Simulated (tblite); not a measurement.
C₆H₆NOP.
Structure used (GFN2-xTB), in Å, numbered top down from 1:
```
atom  x, y, z in Å
C1     1.860   -1.064    1.384
C2     1.892    0.145    0.827
C3     0.904    0.565   -0.109
C4     0.544    1.622   -0.882
P5    -0.503    0.190   -1.152
O6    -0.533   -0.674   -2.335
C7    -2.102    0.287   -0.223
C8    -2.144   -0.939    0.522
N9    -2.130   -1.912    1.120
H10    2.604   -1.388    2.091
H11    1.076   -1.763    1.139
H12    2.670    0.861    1.063
H13    0.901    2.606   -1.106
H14   -2.923    0.326   -0.944
H15   -2.119    1.146    0.448
```

Computed values, GFN2-xTB/tblite, gas phase, harmonic and unscaled. The method is semi-empirical: single wavenumbers can be off by several per cent or more. One conformer, not necessarily the lowest.

Harmonic wavenumbers (cm⁻¹): 35.0, 60.4, 103.0, 125.4, 148.0, 231.8, 253.0, 318.8, 359.7, 374.4, 464.3, 495.7, 596.4, 645.0, 677.3, 708.1, 765.6, 812.6, 899.0, 948.9, 986.6, 994.8, 995.4, 1041.0, 1134.4, 1168.7, 1255.2, 1285.3, 1349.0, 1385.1, 1624.4, 1650.0, 2405.7, 2952.1, 2987.3, 3037.3, 3094.1, 3119.9, 3137.8.

A = 1697, B = 1301, C = 911.6 MHz; mass 139.019 u (most abundant isotopes); point group C1, symmetry number 1.

Problem. What is the zero-point energy?

Solution. Half the sum of the wavenumbers: 22313 cm⁻¹ = 63.80 kcal/mol.

Problem. Entropy at 298.15 K, 1 bar (ideal gas, RRHO, classical rotation)?

Solution. Translation 40.73, rotation 29.46, vibration 30.32: S = 100.5 cal/(mol K).

Problem. And Cp and H(298.15 K) − H(0)?

Solution. Cp = 37.11 cal/(mol K), of which vibrations give 29.16 (their classical limit is 39 R = 77.5); H(298.15 K) − H(0) = 6.97 kcal/mol without the zero-point energy, 4.60 from vibrations.

Problem. Blend soft modes into free rotors: weight 1/[1 + (100 cm⁻¹/ν̃)⁴] for the oscillator and the rest for a rotor with moment μB/(μ + B), μ = h/(8π²ν), B = 10⁻⁴⁴ kg m². What vibrational entropy results?

Solution. 27.36 cal/(mol K) in place of 30.32, which changes −T·S at 298.15 K by +0.88 kcal/mol.

Problem. What must be added to the electronic energy to get the Gibbs energy at 298.15 K and 1 bar?

Solution. ZPE + [H(298.15 K) − H(0)] − T·S = 63.80 + 6.97 − 29.96 = 40.81 kcal/mol.

Problem. Which modes carry the vibrational entropy at 298.15 K?

Solution. 35.0 cm⁻¹: 5.52; 60.4 cm⁻¹: 4.44; 103.0 cm⁻¹: 3.40; 125.4 cm⁻¹: 3.02; 148.0 cm⁻¹: 2.70; 231.8 cm⁻¹: 1.86 cal/(mol K); the other 33 give 9.37 together.

Problem. How do the functions run with temperature in this model?

Solution. 
| T (K) | S (cal/(mol K)) | Cp (cal/(mol K)) | H − H(0) (kcal/mol) | G − H(0) (kcal/mol) | ln q(vib) |
| --- | --- | --- | --- | --- | --- |
| 50 | 60.0 | 13.8 | 0.53 | -2.48 | 0.74 |
| 100 | 71.3 | 19.2 | 1.35 | -5.78 | 2.12 |
| 373.15 | 109.5 | 43.0 | 9.98 | -30.88 | 9.42 |
| 500 | 123.2 | 51.0 | 15.96 | -45.65 | 12.56 |
| 750 | 146.0 | 61.4 | 30.11 | -79.41 | 18.27 |
| 1000 | 164.6 | 67.9 | 46.33 | -118.32 | 23.38 |

q(vib) and H(0) count from the zero-point level.

Hindered rotation and anharmonicity are outside this model. Other conformers, if any are populated, would add a mixing term that is left out. The structure is chiral; the term R ln 2 for an equal mix with its mirror image is left out.
